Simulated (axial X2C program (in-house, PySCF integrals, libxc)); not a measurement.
Curves of HCoH from open-shell CI on d7 s0 p(π)0

Computed with an axial X2C code built on PySCF integrals: two-component X2C with atomic mean-field Coulomb and Gaunt terms, basis H dyall-v3z, Co dyall-v3z (cores contracted in-house). Orbitals come from Hartree–Fock averaged over the configuration Co d7 s0 p(π)0; CI then distributes these electrons over the d, s, p(π) shells of Co.

Scan along the symmetric stretch (R is each bond); masses H 1.008 u, Co 58.933 u, H 1.008 u. Energies in cm⁻¹ from the lowest point; levels are followed by energy order within each Ω. Lowest level at 1.648 Å: 100% d7.

```csv
R (Å),(1)Ω=9/2,(1)Ω=7/2,(1)Ω=5/2,(1)Ω=3/2,(1)Ω=1/2,(2)Ω=3/2,(2)Ω=5/2,(2)Ω=7/2,(3)Ω=3/2
1.533,1727,2147,2586,3001,2951,3151,3449,3865,3941
1.590,464,883,1321,1755,1747,1924,2204,2578,2715
1.648,0,417,855,1296,1322,1488,1745,2083,2272
1.714,274,690,1125,1570,1624,1783,2013,2315,2556
1.780,1221,1634,2067,2511,2583,2738,2943,3212,3499
1.854,2896,3305,3735,4175,4257,4413,4588,4823,5158
1.945,5611,6014,6438,6869,6956,7117,7255,7451,7840
```

**Question.** Fit the curves (1)Ω=9/2, (1)Ω=7/2, (1)Ω=5/2, (1)Ω=3/2, (1)Ω=1/2, (2)Ω=3/2, (2)Ω=5/2, (2)Ω=7/2, (3)Ω=3/2 near their minima.

**Answer.** From the open-shell CI curves, Te from the lowest:

| level | Te (cm⁻¹) | Re (Å) | ωe (cm⁻¹) |
| --- | --- | --- | --- |
| (1)Ω=9/2 | 0 | 1.658 | 1784.1 |
| (1)Ω=7/2 | 417 | 1.658 | 1783.2 |
| (1)Ω=5/2 | 854 | 1.658 | 1782.2 |
| (1)Ω=3/2 | 1296 | 1.657 | 1777.5 |
| (1)Ω=1/2 | 1327 | 1.655 | 1773.1 |
| (2)Ω=3/2 | 1491 | 1.656 | 1777.1 |
| (2)Ω=5/2 | 1745 | 1.658 | 1770.0 |
| (2)Ω=7/2 | 2076 | 1.661 | 1765.3 |
| (3)Ω=3/2 | 2274 | 1.656 | 1771.8 |

Without dynamic correlation distances can be off by several hundredths of an Å (long for ionic bonds, short for multiple bonds) and the wavenumbers are rough.

The 9 lowest curves are shown; the next is (2)Ω=1/2, from 2274 cm⁻¹.

There is no dynamic correlation: spin–orbit spacings and, for f shells, spacings inside one term are the most reliable numbers, splittings between terms come out too wide, and energies between configurations are not reliable, so the lowest level need not be the ground state of the molecule. For d shells the ligand-field splittings (σ, π, δ) and their order can be off by a thousand cm⁻¹ or more. At most 4 roots were kept for each Ω > 0 (twice that for Ω = 0) within 3.2 eV of the lowest, so higher up levels can be missing between those listed; levels with Ω > 0 are doubly degenerate and listed once, Ω = 0 levels singly. States that fill the shells left empty in the average are placed too high. The molecule was held linear; bending was not examined.
